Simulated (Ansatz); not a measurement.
Calculated with Ansatz (gas phase, PBE0-D4/def2-TZVP geometries, no zero-point term in ΔE). CCSD(T)/CBS is the MP2 limit (def2-TZVPP, def2-QZVPP) plus CCSD(T) − MP2 in def2-TZVPP, frozen cores. DFT in def2-TZVPP. B3LYP here is the variant with VWN-RPA as its local correlation; programs differ in this. Each species was taken in one conformer, which may not be the lowest.

Consider the isomerisation: `[SiH3]O[SiH](Cl)Cl` → `O[SiH2][SiH](Cl)Cl`.

(1) Is it downhill or uphill in electronic energy at CCSD(T)/CBS, and by how much? (Best estimate.)

(2) What do these levels give: B97M-V, r2SCAN0-D4, PBE0, B3LYP, CAM-B3LYP, LC-ωPBE, RPA@PBE/def2-TZVPP, CCSD/def2-SVP, HF/def2-QZVPP, MP2/def2-QZVPP, SCS-MP2/def2-QZVPP, MP2/CBS(def2)? (Best estimate.)

Largest T1 diagnostic among the species: 0.011.

Answers

(1) Ansatz gave: Uphill: ΔE = +135.7 kJ/mol.

(2) Ansatz gave: B97M-V 132.3, r2SCAN0-D4 133.8, PBE0 117.1, B3LYP 132.5, CAM-B3LYP 141.1, LC-ωPBE 127.2, RPA@PBE/def2-TZVPP 138.1, CCSD/def2-SVP 140.9, HF/def2-QZVPP 163.3, MP2/def2-QZVPP 143.7, SCS-MP2/def2-QZVPP 146.6, MP2/CBS(def2) 141.8 kJ/mol.

Leaving LDA and LC-ωPBE aside and taking each functional with its dispersion term where it has one, the values, not all of them listed here, spread over 38.8 kJ/mol, from PBE-D4 to BHLYP-D4. LDA lies +6.0 kJ/mol from PBE without D4. From r2SCAN to r2SCAN0 (25 % exact exchange), in def2-TZVPP and without D4, ΔE moves by +4.5 kJ/mol.
